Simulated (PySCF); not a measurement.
Magnetic susceptibility: SMILES C#CC[C@]1(C)CC12CC2, C9H12

Cartesian coordinates in Å; atom numbers follow the order of the lines, from 1:
```xyz
21

C     2.432   -1.166    1.671
C     1.972   -0.218    1.104
C     1.386    0.908    0.402
C     0.297    0.445   -0.556
C     0.805   -0.422   -1.687
C    -0.856    1.393   -0.834
C    -1.050    0.182    0.000
C    -1.996   -0.950    0.079
C    -1.644   -0.149    1.313
H     2.845   -1.988    2.174
H     0.963    1.597    1.137
H     2.173    1.430   -0.153
H     1.326   -1.290   -1.286
H    -0.022   -0.767   -2.303
H     1.498    0.136   -2.315
H    -1.276    1.405   -1.830
H    -0.861    2.361   -0.352
H    -2.985   -0.833   -0.343
H    -1.604   -1.954   -0.004
H    -1.016   -0.612    2.060
H    -2.396    0.511    1.723
```

Computed with GIAO B3LYP/pcSseg-1 magnetisability, rotational g tensor and spin-rotation constants, non-relativistic, gas phase in PySCF. Geometry: GFN2-xTB.

(1) How diamagnetic is it, and how anisotropic?

(2) Split it along the inertial axes a, b, c into diamagnetic and paramagnetic parts about the centre of mass, with the quadrupole moment.

(3) And the rotational g tensor?

Results:

(1) Isotropic -1681 × 10⁻³⁰ J/T², or -101.3 × 10⁻⁶ cm³/mol; principal values -1794, -1691, -1559 × 10⁻³⁰ J/T², anisotropy 204 × 10⁻³⁰ J/T² (root of half the summed squared differences of the principal values). The susceptibility is in cgs units.

(2) 
```
axis  χ (10⁻⁶ cm³/mol)  diamagnetic (10⁻⁶ cm³/mol)  paramagnetic (10⁻⁶ cm³/mol)  summed x² of all electrons (Å²)  quadrupole Θ (D Å)
   a            -104.4                      -675.6                        571.2                            182.4               -1.05
   b             -96.8                     -1020.3                        923.4                            101.1               +0.09
   c            -102.5                     -1202.8                       1100.2                             58.1               +0.96
```
Anisotropies 2χaa − χbb − χcc = -9.4 and 2χbb − χaa − χcc = +13.3 × 10⁻⁶ cm³/mol. Θ is traceless in Buckingham's convention.

(3) 
| axis | rotational constant (GHz) | g | nuclear part | electronic part |
| --- | --- | --- | --- | --- |
| a | 2.3047 | +0.0078 | 0.6262 | -0.6184 |
| b | 1.3491 | -0.0006 | 0.5846 | -0.5853 |
| c | 1.1198 | +0.0022 | 0.5810 | -0.5788 |

Asymmetric top; isotopes 12C, 1H; no vibrational averaging.
